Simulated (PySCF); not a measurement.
A calculated (wB97X, PySCF 2.14, def2-TZVPPD, the non-relativistic Hamiltonian (point nucleus)) atom or ion has these occupied shells.

| shell | electrons | orbital energy (eV) | rms radius, mean of both spins (bohr) |
| --- | --- | --- | --- |
| 1s α | 1 | -1525.5 | 0.140 |
| 1s β | 1 | -1525.5 | 0.140 |
| 2s α | 1 | -115.77 | 0.685 |
| 2s β | 1 | -115.72 | 0.685 |
| 2p α | 3 | -76.302 | 0.680 |
| 2p β | 3 | -76.221 | 0.680 |
| 3s α | 1 | -11.357 | 2.78 |
| 3s β | 1 | -10.291 | 2.78 |
| 3p α | 1 | -5.757 | 3.56 |

**Question.** Name the element and its charge.

**Answer.** Al (aluminium, neutral), in [Ne] 3s2 3p1, 2P determinant.
